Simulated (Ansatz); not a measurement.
Ansatz (a quantum-chemistry and plane-wave program) input (RPA@PBE/cc-pVQZ):

Ansatz 0.2 input:
```yaml
crystal:
  periodic: [false, false, false]
  atoms:
    - {symbol: C, position_ang: [-2.37148167, 0.76072786, 0.10889863]}
    - {symbol: C, position_ang: [-1.28788513, 0.64699674, 0.87228624]}
    - {symbol: C, position_ang: [-0.81706737, 1.75712157, 1.76846344]}
    - {symbol: C, position_ang: [-0.46711279, -0.61088576, 0.89820084]}
    - {symbol: Se, position_ang: [0.70017178, -0.87693229, -0.68921080]}
    - {symbol: C, position_ang: [1.55571481, 0.88506477, -0.73533769]}
    - {symbol: H, position_ang: [-2.69439792, -0.04602210, -0.53737766]}
    - {symbol: H, position_ang: [-2.95985938, 1.66913515, 0.09408371]}
    - {symbol: H, position_ang: [0.21948570, 2.02705373, 1.55121103]}
    - {symbol: H, position_ang: [-0.84435238, 1.44429897, 2.81658130]}
    - {symbol: H, position_ang: [-1.43517504, 2.64790310, 1.66091026]}
    - {symbol: H, position_ang: [-1.09481886, -1.50046316, 0.88488146]}
    - {symbol: H, position_ang: [0.16821295, -0.65206870, 1.78090704]}
    - {symbol: H, position_ang: [0.80531758, 1.65923134, -0.87570153]}
    - {symbol: H, position_ang: [2.12826016, 1.05998079, 0.17290751]}
    - {symbol: H, position_ang: [2.22847978, 0.87249744, -1.59030504]}
basis:
  gaussian:
    orbitals: cc-pVQZ
hamiltonian:
  xc: pbe
magnetization: {spin_polarized: false}
correlation: {method: rpa, electrons: outside_noble_gas}
```

End of the output:

```
integrals: 7.71 GiB planned
3744 factors; integrals over basis functions are off by at most 9.8e-4 eV
0.96 GiB of the device are held for the grids
9.91 GiB of device memory are held for the factors and their scratch space
mean field: 10.91 GiB planned
mean field evaluation 1: about -70658.0652 eV, gradient 1.0e2 eV
mean field evaluation 2: about -70658.0634 eV, gradient 1.0e2 eV
mean field evaluation 4: about -70679.9657 eV, gradient 3.8e1 eV
mean field evaluation 8: about -70683.5329 eV, gradient 9.2e-1 eV
mean field evaluation 16: about -70683.5356 eV, gradient 2.5e-3 eV
mean field -70683.53564569 eV, -2597.5720239579 hartree, gradient 4.2e-6 eV, S^2 0.000000; 0 other end points of the search recorded, 0 dependent functions left out
19 core orbitals not correlated
reference -70614.61117817 eV, -2595.0390964950 hartree; 18, 18 occupied and 606, 606 virtual orbitals, 3744 factors
Total energy: -70664.33206810 eV, -2596.8663054982 hartree
```
